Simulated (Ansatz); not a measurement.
Cl4Sn, triplet, at a GFN2-xTB geometry (such geometries of metal compounds can be far from the true shape) (a higher spin typed on purpose: for a closed-shell molecule this is an excited state) (core potentials on Sn); Ansatz (an electronic-structure program) with HF/def2-TZVP.

Input for Ansatz:
Ansatz 0.2 input:
```yaml
crystal:
  periodic: [false, false, false]
  atoms:
    - {symbol: Cl, position_ang: [-1.97670577, -0.92687362, -1.30496980]}
    - {symbol: Sn, position_ang: [0.00000000, -0.00000000, -0.00000000]}
    - {symbol: Cl, position_ang: [-0.34782266, 2.48534333, 0.41411896]}
    - {symbol: Cl, position_ang: [2.13586910, -0.34597088, -1.33707664]}
    - {symbol: Cl, position_ang: [0.18865933, -1.21249883, 2.22792748]}
basis:
  gaussian:
    orbitals: def2-TZVP
hamiltonian:
  xc: hf
magnetization: {spin_polarized: true, initial_magnetization: 2}
```

### Question
Write the output that Ansatz gives for this input, abridged.

### Answer

```
Functional definition: HF
1314 factors; integrals over basis functions are off by at most 9.3e-4 eV
mean field evaluation 1: about -55818.9101 eV, gradient 1.5e1 eV
mean field evaluation 2: about -55819.0826 eV, gradient 1.5e1 eV
mean field evaluation 4: about -55820.7784 eV, gradient 2.4e0 eV
mean field evaluation 8: about -55821.3617 eV, gradient 1.2e0 eV
mean field evaluation 16: about -55821.6656 eV, gradient 4.7e-1 eV
mean field evaluation 32: about -55821.8802 eV, gradient 1.8e0 eV
mean field evaluation 64: about -55821.7802 eV, gradient 8.4e-1 eV
mean field evaluation 96: about -55822.2177 eV, gradient 1.6e-4 eV
mean field evaluation 128: about -55820.2850 eV, gradient 1.8e1 eV
mean field evaluation 160: about -55822.1663 eV, gradient 6.0e-1 eV
mean field evaluation 192: about -55821.4836 eV, gradient 1.0e0 eV
mean field evaluation 224: about -55821.2051 eV, gradient 3.5e0 eV
mean field evaluation 256: about -55819.0823 eV, gradient 1.5e1 eV
mean field evaluation 288: about -55820.8697 eV, gradient 1.1e0 eV
mean field evaluation 320: about -55820.9071 eV, gradient 2.1e-1 eV
mean field evaluation 352: about -55821.6320 eV, gradient 6.1e-1 eV
mean field evaluation 384: about -55821.6725 eV, gradient 1.5e-5 eV
mean field evaluation 416: about -55815.0374 eV, gradient 8.9e0 eV
mean field -55822.21773232 eV, -2051.4286640044 hartree, gradient 2.8e-6 eV, S^2 2.051707; 6 other end points of the search recorded, 0 dependent functions left out
reference -55822.21773232 eV, -2051.4286640044 hartree; 46, 44 occupied and 152, 154 virtual orbitals, 1314 factors
Total energy: -55822.21773232 eV, -2051.4286640044 hartree
```
